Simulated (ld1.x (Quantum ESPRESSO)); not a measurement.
# zirconium (Zr): one change to a TM potential, before and after

| Item | Value |
| --- | --- |
| Element | Zr |
| Generator | ld1.x (Quantum ESPRESSO) 7.5 |
| Type | norm-conserving Troullier–Martins (Kleinman–Bylander form) |
| Functional | PBE |
| Relativity | scalar-relativistic |
| Frozen core | [Ar] 3d10 4s2 |
| Valence charge | 10 |
| Reference configuration | 4p6 4d2 5s0.5 5p0 (charge +1.5) |
| Partial waves | 4p (bound): rc 2.30 bohr; 4d (bound): rc 2.25 bohr; 5s (bound): rc 3.00 bohr |
| Local potential | the s channel |
| Core correction | Bessel-smoothed model core inside 1.65 bohr |

Change: core correction none.

Cutoffs: the cutoffs (Ry, on a coarse ladder) from which the occupation-weighted sum of valence levels, in a spherical-Bessel basis at the reference potential, stays within 10 and 1 mRy of its value at 400 Ry; they do not see the model core or the augmentation charge, which bear on the density cutoff. Errors are all-electron minus pseudo energies relative to the spin-unpolarised reference configuration.

Question: What does the change do?

Answer: The potential gets neither clearly harder nor softer (30 Ry and 40 Ry → 30 Ry and 40 Ry); of the 7 tests that both files solve, the error grows in 2 and shrinks in 2 by more than 15 % and 0.3 meV (median size 7.5 → 6.2 meV); neither file shows a bound ghost.

```tsv
quantity	base	changed
cutoff, loose	30 Ry	30 Ry
cutoff, tight	40 Ry	40 Ry
bound ghosts	none	none
error for 4p6 4d2 5s2 5p0, meV [ΔE -12.85 eV]	-7.5	+6.2
error for 4p6 4d2 5s1 5p0, meV [ΔE -5.71 eV]	-0.8	+2.0
error for 4p6 4d2 5s0 5p0, meV [ΔE 7.23 eV]	-3.4	+1.0
error for 4p5 4d2 5s2 5p0, meV [ΔE 25.15 eV]	-462	-406
error for 4p6 4d1 5s2 5p1, meV [ΔE -9.84 eV]	-746	-721
error for 4p6 4d3 5s0 5p0, meV [ΔE -5.32 eV]	-63	-58
error for 4p6 4d2 5s1.5 5p0, meV [ΔE -9.97 eV]	-3.7	+4.5
s: phases at 3.25 bohr within 0.05 rad from the reference energy up to (Ry; the scan ends near 5)	1.0	1.0
p: phases at 3.25 bohr within 0.05 rad from the reference energy up to (Ry; the scan ends near 5)	-1.4	-1.4
d: phases at 3.25 bohr within 0.05 rad from the reference energy up to (Ry; the scan ends near 5)	-0.0	-0.0
```
